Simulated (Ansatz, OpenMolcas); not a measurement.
## InF (SMILES [F][In]): from total energies to a heat of formation

The species is InF (2 atoms), meant as a singlet with charge 0. As SMILES, `[F][In]`. The shape is that of a PBE0-D4/def2-TZVP optimisation.

```xyz
2

F     0.0000    0.0000    0.0159
In    0.0000    0.0000    2.0096
```

Total energies at M06-L/def2-TZVPP (core potential) (OpenMolcas 26.06); the atoms run unrestricted:

| species | state | energy (Eh) |
| --- | --- | --- |
| InF | singlet | -290.213506 |
| F | doublet | -99.753754 |
| In | doublet | -190.251576 |

Harmonic wavenumbers at PBE0-D4/def2-TZVP, in cm⁻¹: 530.

Measured heats of formation of the gaseous atoms at 298.15 K, in kJ/mol: F 79.4, In 243.3. Spin-orbit lowering of the atoms at 298 K (mean of the ground term's levels less their thermal mean, from spectra), in kJ/mol: F 1.29, In 17.64. Take 1 Eh = 2625.50 kJ/mol, 1 cm⁻¹ = 0.0119627 kJ/mol, RT = 2.479 kJ/mol.

Question: Work out the heat of formation of the gas at 298 K.

Answer: 
1. Electronic atomisation energy: (-99.753754) + (-190.251576) − (-290.213506) = 0.208176 Eh = 546.6 kJ/mol.
2. Zero-point energy: half the sum of the wavenumbers, 265 cm⁻¹ = 3.2 kJ/mol.
3. Thermal vibrational enthalpy, Σ hcν̃/(exp(hcν̃/kT) − 1): 0.5 kJ/mol. Translation, rotation and pV of a linear molecule: 3.5 RT = 8.7 kJ/mol.
4. The 2 free atoms carry 5/2 RT each: 12.4 kJ/mol.
5. Spin-orbit coupling lowers the free atoms by 1.29 + 17.64 = 18.9 kJ/mol.
6. Atomisation enthalpy at 298 K: 546.6 − 18.9 − 3.2 − 0.5 − 8.7 + 12.4 = 527.7 kJ/mol.
7. Sum of the atoms' heats of formation: 322.7 kJ/mol. Heat of formation: 322.7 − 527.7 = -205.0 kJ/mol.

No measured value is set beside it here. Anharmonicity and any spin-orbit splitting of the molecule are left out.
